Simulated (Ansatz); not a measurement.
`C#C[SiH2][GaH2]` → `C#[C][GaH2]` + `[SiH2]` at 500 K and 1 bar (silylene formation by 1,1-elimination).

Program: Ansatz. Geometries: PBE0-D4/def2-TZVP. ΔE: electronic, gas phase. CCSD(T)/CBS adds triple-zeta CCSD(T) − MP2 to the extrapolated MP2 energy (def2 sets, frozen cores). This one scheme is used for every species. For Ga outer-core shells are correlated without core-valence functions, which leaves a few kJ/mol of doubt a bond. Scalar relativity is left out up to krypton.

```tsv
species	CCSD(T)/CBS energy (Eh)	H − E (kJ/mol)	S (J/(mol·K))
`C#C[SiH2][GaH2]`	-2292.05082	175.8	423.9
`C#[C][GaH2]`	-2001.76834	114.6	326.2
`[SiH2]`	-290.19011	48.0	226.5
```

H − E and S are ideal-gas, rigid-rotor, harmonic terms from PBE0-D4/def2-TZVP. 1 Eh = 2625.50 kJ/mol, R = 8.31446 J/(mol·K).

**Question.** By hand: ΔE, ΔH, ΔS and ΔG.

**Answer.** ΔE = (-2001.76834) + (-290.19011) − (-2292.05082) = 0.09237 Eh = 242.5 kJ/mol. Δ(H − E) = 114.6 + 48.0 − 175.8 = -13.2, so ΔH = 229.3 kJ/mol. ΔS = 326.2 + 226.5 − 423.9 = 128.8 J/(mol·K). ΔG = 229.3 − 500 × (128.8)/1000 = 164.9 kJ/mol.

**Question.** By hand: the equilibrium constant, and the temperature at which ΔG would vanish if ΔH and ΔS stayed fixed.

**Answer.** log₁₀ K = −ΔG/(RT ln 10) = -17.2. ΔG = 0 at ΔH/ΔS = 1780 K.

The number of gas molecules changes by +1, which sets the sign of ΔS. A doubt of 5 kJ/mol in ΔE shifts log₁₀ K by 0.5 here. Modes under 60 cm⁻¹, often nearly free rotors, make the harmonic entropy too high. These are equilibria of isolated gas molecules and say nothing of rates. Largest T1 diagnostic: 0.014 (customary marks: 0.02 for closed shells, 0.045 for open ones).
